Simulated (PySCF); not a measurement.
C₆H₈NO (doublet state).
Z-matrix (Å and degrees, GFN2-xTB geometry), rows numbered from 1:
```
C 
C   1  1.4572
C   2  1.5305  1  113.48
C   3  1.3371  2   94.21  1  -116.94
C   4  1.4702  3  133.22  2   179.87
N   5  1.3596  4  113.86  3   179.13
O   5  1.2140  4  123.71  3    -0.84
C   4  1.5100  3   94.32  2    -0.41
H   1  1.0731  2  119.66  3    62.56
H   1  1.0723  2  120.85  3  -104.85
H   2  1.0917  1  111.99  3   129.05
H   3  1.0730  2  130.87  1    60.29
H   6  1.0058  5  118.88  4   179.95
H   6  1.0034  5  122.01  4     0.19
H   8  1.0892  2  114.10  1  -130.02
H   8  1.0883  2  113.76  1    -2.75
```

The hyperfine couplings belong to this conformer and change with its torsions.

Identity: `[CH2][C@@H]1C=C(C(N)=O)C1` [radical].

Level of theory: PySCF 2.14.0, UKS B3LYP, pcH-1 on C H N O, non-relativistic, mean-field spin-orbit, GIAO. Geometry: GFN2-xTB, one conformer, isolated molecule. A GFN2-xTB geometry isn't a minimum of the functional, and hyperfine couplings can be far from their values at a DFT geometry. Stability of the SCF solution: not tested.

Largest spin populations (Mulliken): C1 (+1.05) and C2 (-0.09). No atom but C1 exceeds +0.15. The positive populations add up to 1.18 and the negative ones to -0.18, together 2S = 1. The angles at C1 add up to 358.8°, so it is planar; its axial dipolar tensor and the negative couplings of its protons fit spin in a p orbital normal to that plane.

Task: McConnell's relation a(H) = Q·ρ ties the coupling of a proton on a planar π carbon to the spin population of that carbon. What Q do the computed values give?

Result: 
| H | C | ρ(C) | a(H) (G) | a/ρ (G) |
| --- | --- | --- | --- | --- |
| H9 | C1 | +1.052 | -20.93 | -19.9 |
| H10 | C1 | +1.052 | -21.84 | -20.8 |

These protons share one ρ (within 0.01), so their mean ratio, Q = -20.3 G, is no test of linearity. In McConnell's picture π spin on carbon polarises the C–H bond and leaves opposite spin at the proton, which makes Q negative, as found here.

Couplings in gauss use g_iso = 2.0026.
